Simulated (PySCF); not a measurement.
Compound: C₃H₁₁NOSi₄.
Cartesian coordinates in Å at the GFN2-xTB level; atoms count from 1:
```xyz
20
C3H11NOSi4 angstrom
C      3.8447    1.2102   -0.5443
C      3.0735    0.3386   -0.2413
Si     1.8619   -0.9766    0.2554
O      1.1626   -1.5372   -1.1261
Si    -0.4191   -1.4828   -1.4873
N     -1.1177   -0.8072   -0.0557
C     -2.5479   -0.6293    0.0169
Si    -0.0833   -0.1338    1.1988
Si    -0.4770    2.1453    1.3715
H      4.5248    1.9666   -0.8159
H      2.6179   -2.1359    0.7421
H     -0.5708   -0.6117   -2.6505
H     -0.8750   -2.8549   -1.6845
H     -3.0503   -1.3756   -0.5973
H     -2.8498    0.3620   -0.3385
H     -2.8909   -0.7397    1.0468
H     -0.5098   -0.8588    2.4281
H      0.4451    2.7547    2.3364
H     -0.3199    2.8927    0.1175
H     -1.8239    2.4842    1.8553
```

IAO charges (e) from the PBE0/pcSseg-1 density (PySCF), one withheld:

```tsv
atom	bonded to	charge
C1	C2 H10	?
C2	C1 Si3	-0.3385
Si3	C2 O4 Si8 H11	+0.8869
O4	Si3 Si5	-0.8783
Si5	O4 N6 H12 H13	+1.1240
N6	Si5 C7 Si8	-0.7783
C7	N6 H14 H15 H16	-0.2953
Si8	N6 Si9 Si3 H17	+0.4155
Si9	Si8 H18 H19 H20	+0.2647
H10	C1	+0.2042
H11	Si3	-0.1101
H12	Si5	-0.1695
H13	Si5	-0.1625
H14	C7	+0.1402
H15	C7	+0.1282
H16	C7	+0.1402
H17	Si8	-0.1086
H18	Si9	-0.0973
H19	Si9	-0.0900
H20	Si9	-0.0936
```

What is the charge on C1?

The charges add up to the total charge, 0. The others sum to +0.1819, which leaves -0.1819 e for C1 (terminal alkyne carbon); the computed value is -0.1818, the difference coming from rounding.

Add each hydrogen's charge to the atom that carries it.

C1 +0.0224, Si3 +0.7768, Si5 +0.7920, C7 +0.1133, Si8 +0.3069, Si9 -0.0162. Atoms without hydrogen keep their charges.

Across which bond do the charges differ most?

Si5–O4: +1.1240 on Si5 against -0.8783 on O4, a difference of 2.0023 e. The lower charge is on the more electronegative element of the two (Pauling values: O 3.44, Si 1.90).

Take the bonds between elements whose Pauling electronegativities differ by more than 0.25. In how many does the more electronegative atom carry the lower charge?

In 17 of 17.

How much positive and how much negative charge does this set hold in all?

+3.3039 e on 8 atoms and -3.3038 e on 12.

The IAO scheme projects the occupied orbitals on a minimal set of polarised atomic orbitals and counts the electrons in each atom's part of it. Isolated species at its GFN2-xTB geometry (one conformer only).
